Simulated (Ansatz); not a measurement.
Coupled-cluster diagnostics for the cluster Pd₃H₂⁻, Ansatz.

Geometry of the doublet (PBE-D4/def2-TZVPD):

```xyz
5

Pd   -0.6943    0.5499   -0.1373
Pd    0.5528   -1.8086    0.5016
Pd    1.8183    0.3370   -0.1409
H    -0.9610   -1.1743    0.3519
H    -0.7158    2.0960   -0.5754
```

In the def2 sets Pd takes a core potential; there is no spin–orbit coupling. Correlated methods freeze no core orbitals; core or outer-core shells of Pd are correlated, in sets that lack core-valence functions. The structure comes from a short search, and lower isomers may exist.

**Question.** Estimate the CCSD(T) correlation energy, the shares of MP2 and (T), T1 and the reference's ⟨S²⟩ for: charge -1, doublet, own geometry in def2-SVPD; and the rough time on 4 threads of Arm Neoverse V1 on a shared host.

**Answer.** 
| state | basis | correlation (eV) | MP2 share (%) | (T) share (%) | T1 | ⟨S²⟩ (pure) | wall time | remarks |
| --- | --- | --- | --- | --- | --- | --- | --- | --- |
| charge -1, doublet, own geometry | def2-SVPD | -32.686 | 97.1 | 5.0 | 0.073 | 1.53 (0.75) | 5 min | large T1, spin-contaminated |
Customary marks for T1 are 0.02 (closed shells), 0.045 (open shells) and about 0.05 (3d metals). T1 exceeds 0.02 in 1 of 1 rows and 0.045 in 1; the higher it lies, the less the single-reference result can be trusted.
